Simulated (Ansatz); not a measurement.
Reaction (hydrogenolysis of the Al–F bond): `CC(C)[O][AlH][F]` + H₂ → `CC(C)[O][AlH2]` + H–F

Computed with Ansatz on PBE0-D4/def2-TZVP structures; ΔE is electronic, products minus reactants. CCSD(T)/CBS is the MP2 limit (def2-TZVPP, def2-QZVPP) plus CCSD(T) − MP2 in def2-TZVPP, frozen cores. This one scheme is used for every species. Functionals use def2-TZVPP. One conformer a species, not always the lowest.

`CC(C)[O][AlH][F]`:

```xyz
14

C     1.349    0.315    0.080
C    -0.147    0.506    0.243
C    -0.707    1.501   -0.752
O    -0.832   -0.717    0.089
Al   -0.709   -2.327    0.513
F     0.521   -2.858    1.478
H     1.733   -0.406    0.806
H     1.880    1.259    0.224
H     1.574   -0.050   -0.927
H    -0.342    0.880    1.258
H    -0.242    2.481   -0.624
H    -1.785    1.608   -0.619
H    -0.520    1.159   -1.773
H    -1.774   -3.352    0.005
```

H₂:

Cartesian coordinates in Å:
```
H 0.340 -0.134 -0.076
H -0.340 0.134 0.076
```

`CC(C)[O][AlH2]`:

Cartesian coordinates in Å:
```
C -1.058 -1.366 -0.184
C -0.634 0.010 0.294
C 0.481 -0.067 1.319
O -0.280 0.793 -0.816
Al 1.022 1.600 -1.509
H -1.847 -1.281 -0.933
H -0.210 -1.889 -0.635
H -1.430 -1.970 0.648
H -1.503 0.492 0.762
H 0.773 0.931 1.657
H 1.364 -0.554 0.894
H 0.163 -0.641 2.192
H 0.720 2.305 -2.889
H 2.439 1.639 -0.801
```

H–F:

Cartesian coordinates in Å:
```
F -0.174 -0.350 -0.243
H 0.174 0.350 0.243
```

(1) Is it downhill or uphill in electronic energy at CCSD(T)/CBS, and by how much? (Best estimate.)

(2) What do these levels give: B97M-V, r2SCANh-D4, ωB97X-V, revPBE, BLYP, BHLYP, CAM-B3LYP, MP2/def2-SVP, HF/def2-QZVPP, SCS-MP2/def2-QZVPP, MP2/CBS(def2), CCSD/CBS(def2)? (Best estimate.)

(3) What do rigid-rotor, harmonic-oscillator terms from PBE0-D4/def2-TZVP frequencies (298.15 K, 1 bar) make of the CCSD(T)/CBS value? (Estimate.)

Largest T1 diagnostic among the species: 0.012.

Results:

(1) Ansatz gave: Uphill: ΔE = +41.8 kcal/mol.

(2) Ansatz gave: B97M-V 40.4, r2SCANh-D4 43.0, ωB97X-V 41.7, revPBE 40.1, BLYP 42.8, BHLYP 42.2, CAM-B3LYP 42.6, MP2/def2-SVP 43.5, HF/def2-QZVPP 41.1, SCS-MP2/def2-QZVPP 42.9, MP2/CBS(def2) 43.4, CCSD/CBS(def2) 41.5 kcal/mol.

(3) Computed: ΔZPE = +1.9 kcal/mol, ΔH = +43.3 kcal/mol, ΔS = 19 J/(mol·K), ΔG = +42.0 kcal/mol. Modes under 50 cm⁻¹ make the entropy rough.

From r2SCAN to r2SCAN0 (25 % exact exchange), in def2-TZVPP and without D4, ΔE moves by −1.2 kcal/mol. Leaving LDA and LC-ωPBE aside and taking each functional with its dispersion term where it has one, the values, not all of them listed here, spread over 3.8 kcal/mol, from HSE06-D4 to r2SCAN-D4.
